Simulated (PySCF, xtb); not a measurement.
C₃H₉NOSi, SMILES C1[SiH](O)CN1C. One conformer was computed; it need not be the lowest.

Harmonic wavenumbers (cm⁻¹) from GFN2-xTB in xtb at its own minimum, in rising order: 73, 175, 215, 223, 306, 341, 358, 472, 529, 623, 706, 732, 746, 797, 816, 890, 933, 1016, 1092, 1101, 1158, 1175, 1184, 1260, 1263, 1413, 1484, 1484, 1493, 1496, 2363, 2811, 2857, 2865, 2948, 2950, 2997, 3000, 3646.

### Question
What does PBE-D3(BJ)/def2-SVP (PySCF) give at its own minimum? (An estimate is asked for; the answer gives what the named calculation found.)

### Answer
77, 195, 243, 250, 301, 309, 349, 466, 601, 655, 717, 725, 743, 788, 865, 890, 907, 991, 1076, 1080, 1100, 1128, 1159, 1222, 1233, 1375, 1389, 1400, 1419, 1427, 2196, 2828, 2836, 2846, 2994, 3001, 3001, 3049, 3756. Paired by order, the mean absolute difference is 37 cm⁻¹ and the zero-point energies are 74.3 and 73.7 kcal/mol.
